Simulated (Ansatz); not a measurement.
System: InF3, charge 0, multiplicity 1. SMILES: [F][In]([F])[F]
Geometry: optimised at B3LYP-D3(BJ)/def2-TZVP (Ansatz, a program for electronic structure).

Wanted: atomisation energy, in kcal/mol. Conventions: no dispersion term unless named; no spin-orbit coupling; def2 sets with scalar-relativistic core potentials past Kr; atomisation electronic, to ground-state atoms; open shells spin-unrestricted; STO-3G and 3-21G all-electron and non-relativistic. First-principles rows: single points at B3LYP-D3(BJ) geometries (Ansatz).

```csv
species,coefficient,"E at HF/3-21G (Ansatz), Eh","E at wB97M-V/def2-TZVPD (Ansatz), Eh"
[F][In]([F])[F],-1,-6011.89131,-489.76290
F atom,+3,-98.84501,-99.74647
In atom,+1,-5715.07849,-190.06094
```

 1 Eh = 627.5095 kcal/mol.

Task: Compute it at each level from the table.

Result: 
- HF/3-21G: the sum of coefficient times E is 0.27779 Eh, or 174.32 kcal/mol. Result: 174.3 kcal/mol.
- wB97M-V/def2-TZVPD: the sum of coefficient times E is 0.46255 Eh, or 290.25 kcal/mol. Result: 290.3 kcal/mol.
